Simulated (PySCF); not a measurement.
Coordinates in bohr (charge -1 multiplicity 1):
```
Y     0.0000    0.0000   -0.5040
O     3.1163    0.0000    1.3773
O    -3.1163    0.0000    1.3773
```

Level of theory: PySCF, PBE0, basis Y def2-TZVPD with ECP28, O def2-TZVPD (scalar-relativistic core potentials, no spin–orbit coupling, density fitting).

This geometry of YO₂⁻ is a stationary point at this level.

Task: What is the point group?

Result: C2v.

Task: Is it a minimum?

Result: Yes: all harmonic wavenumbers are real.

Task: Which band is strongest in the infrared?

Result: 634 cm⁻¹ (b2), 560 km/mol.

Task: Give the atomic charges and bond orders.

Result: 
```csv
atom,Mulliken,Löwdin,polar tensor,Mayer order to Y1
Y1,1.17,0.87,1.48,–
"O2,3",-1.08,-0.94,-1.24,1.52
```

Only a few start shapes were tried, so a lower isomer may exist. The lowest empty level of this anion is unbound, so it and the gap depend on the basis.
